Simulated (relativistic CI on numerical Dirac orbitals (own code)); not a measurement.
**Hyperfine structure of Si¹¹⁺, mass number 29**

Calculated at this level of theory: Dirac-Coulomb-Breit CI, separate exchange-only KLI orbitals for each configuration, a model potential for QED, unscaled Slater integrals (own radial code, finite nucleus).

Configuration list (outside the closed core 1s2): 2s, 2p, 3s, 3p, 3d, 4s, 4p, 4d, 4f, 5s, 5p, 5d, 5f, 5g. Levels of other configurations are missing.

Nuclear spin I = 1/2, μ = -0.55505 μN (tables of Stone and Pyykkö). The electronic factors are computed for point nuclear moments, without core polarisation or the Bohr-Weisskopf and QED corrections.

```
     Level   E (eV)  A (MHz)
 2s 2S_1/2    0.000   -78780
2p 2P°_1/2   23.943   -23430
2p 2P°_3/2   24.950    -4611
 3s 2S_1/2  296.104   -22930
3p 2P°_1/2  302.701    -7110
3p 2P°_3/2  302.996    -1399
 3d 2D_3/2  305.335   -733.6
 3d 2D_5/2  305.428   -313.7
```

Levels with J = 0, under 50 % of one LS term, or S terms without an open s electron are left out. Small factors come from cancelling terms and can be off by tens of per cent or more.

At this charge energies of transitions that change n are usually good to better than 1 %, and those within a shell (Δn = 0) to a few per cent.

(1) Give the hyperfine levels of 2s 2S_1/2 relative to its centre of gravity.

Answers

(1) With K = F(F + 1) − I(I + 1) − J(J + 1), E = AK/2: F = 0: 59090, F = 1: -19700 MHz.
